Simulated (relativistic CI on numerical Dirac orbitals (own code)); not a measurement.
Mo²²⁺: q coefficients and field-shift factors

These numbers are calculated, not measured: Dirac-Coulomb-Breit CI, orbitals from a KLI potential per configuration, derivatives by finite differences, unscaled Slater integrals, QED left out (own radial code, finite nucleus).

CI space (outside the closed core [Ne]): 3s2.3p6.3d2, 3s2.3p5.3d3, 3s.3p6.3d3, 3s2.3p6.3d.4s, 3s2.3p6.3d.4p, 3s2.3p6.4s2. Double excitations out of closed p, d and f shells are left out; levels of such configurations are missing from the list, as are those of other unlisted configurations, and high levels can miss mixing partners.

With x = (α/α₀)² − 1 an excitation energy changes as ω = ω₀ + qx; K = 2q/ω₀ is the relative enhancement. Terms are leading LS components, so labels can repeat. The field-shift factor is F = δν/δ⟨r²⟩ for the transition from the lowest level.

Lowest level 3s2.3p6.3d2 3F_2.

```
            Level  ω₀ (cm⁻¹)  q (cm⁻¹)       K  F (GHz/fm²)
 3s2.3p6.3d2 3F_3      27508     31070    2.26         0.18
 3s2.3p6.3d2 3F_4      51836     50810    1.96        0.298
 3s2.3p6.3d2 3P_0      67607     11350   0.336       0.0177
 3s2.3p6.3d2 1D_2      71188     28550   0.802        0.124
 3s2.3p6.3d2 3P_1      82368     32300   0.784        0.119
 3s2.3p6.3d2 3P_2     111942     65420    1.17        0.326
 3s2.3p6.3d2 1G_4     112005     45610   0.814        0.321
 3s2.3p6.3d2 1S_0     232046     53040   0.457        0.587
3s2.3p5.3d3 5D°_2     960182     39680  0.0827         1.63
3s2.3p5.3d3 5D°_1     962509     41570  0.0864         1.56
3s2.3p5.3d3 5F°_3     967191     52930   0.109         1.76
3s2.3p5.3d3 5D°_0     969005     49480   0.102         1.54
3s2.3p5.3d3 5F°_4     979567     65220   0.133         1.87
3s2.3p5.3d3 5S°_2     983615     72260   0.147         1.62
3s2.3p5.3d3 5F°_5     999946     71840   0.144         1.91
3s2.3p5.3d3 5D°_2    1004600     62210   0.124         1.59
3s2.3p5.3d3 5F°_1    1005650     71490   0.142         1.42
3s2.3p5.3d3 5D°_3    1007707     62110   0.123         1.56
3s2.3p5.3d3 5D°_4    1011091     74170   0.147         1.71
3s2.3p5.3d3 5G°_6    1024061     73720   0.144         1.97
3s2.3p5.3d3 3G°_3    1036321     45570   0.088         1.73
3s2.3p5.3d3 3G°_4    1044625     67540   0.129         1.77
3s2.3p5.3d3 5G°_5    1048077     91960   0.175         1.81
```

At this charge energies of transitions that change n are usually good to better than 1 %, and those within a shell (Δn = 0) to a few per cent. Terms inside the open d or f shell come out 10 to 20 % too wide with unscaled integrals.
